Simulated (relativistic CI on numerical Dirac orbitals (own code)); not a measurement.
Crystal-field levels of Nb⁺, 4d4

Calculated by Dirac-Coulomb-Breit CI, separate exchange-only KLI orbitals for each configuration, model QED (radiative potential, 1s self-energy scaled to tabulated hydrogen-like ionisation energies), valence Slater integrals scaled by 0.8, one configuration in a parametric crystal field (own radial code).

Field parameters in Wybourne normalisation: D3d B²₀ = −7Dσ, B⁴₀ = −14Dq − 21Dτ, B⁴₃ = −14√(10/7) Dq; D4h B²₀ = −7Ds, B⁴₀ = 21(Dq − Dt), B⁴₄ = 21√(5/14) Dq; Oh B⁴₀ = 21Dq, B⁴₄ = √(5/14) B⁴₀. The field is a parameter set, without covalency.

S and J are read from ⟨S²⟩ = S(S + 1) and ⟨J²⟩ = J(J + 1) of each level; they are not fictitious spins.

Oh, 10Dq = 20250 cm⁻¹, the lowest 16 levels:

```
E (cm⁻¹)  Degeneracy  Irrep     S     J
     0.0           1     A1  1.00  4.42
     221           3     T1  1.00  4.25
     576           2      E  1.00  3.82
     577           3     T2  1.00  3.85
    6296           3     T2  0.01  4.55
    6998           2      E  0.01  4.63
    8507           1     A2  2.00  3.00
    8513           3     T2  2.00  2.98
    8519           2      E  2.00  2.97
    8525           3     T1  2.00  2.96
    8530           1     A1  2.00  2.94
   13480           1     A1  0.02  3.77
   18816           3     T1  1.00  5.01
   18843           3     T2  1.00  4.99
   19020           1     A1  1.00  4.28
   19148           3     T1  1.00  4.23
```

D4h, 10Dq = 12700, Ds = -330, Dt = 40 cm⁻¹, the lowest 10 levels:

```tsv
E (cm⁻¹)	Degeneracy	Irrep	S	J
0.0	1	A1	1.22	3.98
97.5	2	E	1.20	3.95
917	1	B1	1.88	3.11
924	1	B2	1.89	3.11
1066	1	A2	1.20	4.07
1105	1	A1	1.21	3.84
1126	2	E	1.69	3.31
1230	1	A1	1.85	3.26
1390	2	E	1.40	3.76
1591	1	B1	1.36	3.62
```

D3d, 10Dq = 25400, Dσ = -220, Dτ = 410 cm⁻¹, the lowest 10 levels:

| E (cm⁻¹) | Degeneracy | Irrep | S | J |
| --- | --- | --- | --- | --- |
| 0.0 | 1 | A1 | 1.00 | 4.10 |
| 38.4 | 2 | E | 1.00 | 4.06 |
| 2160 | 1 | A2 | 1.00 | 4.27 |
| 2171 | 1 | A1 | 1.00 | 4.20 |
| 2370 | 2 | E | 1.00 | 4.01 |
| 2550 | 2 | E | 1.00 | 3.81 |
| 6077 | 2 | E | 0.02 | 4.59 |
| 8363 | 1 | A1 | 0.01 | 4.32 |
| 8988 | 2 | E | 0.01 | 4.47 |
| 16368 | 2 | E | 2.00 | 2.90 |

The free-ion ground term has S = 2. The field overcomes the spin-pairing energy for Oh, 10Dq = 20250 cm⁻¹; D4h, 10Dq = 12700, Ds = -330, Dt = 40 cm⁻¹; D3d, 10Dq = 25400, Dσ = -220, Dτ = 410 cm⁻¹, where the ground state has lower spin; these fields are assumed values.

Levels of this model without a field, named by their leading LS term (the scale mimics covalency, so terms lie below those of the real free ion): 5D_0 0, 5D_1 118, 5D_2 342, 5D_3 653, 5D_4 1037, 3H_4 10075, 3H_5 10347, 3P_0 10463 cm⁻¹.
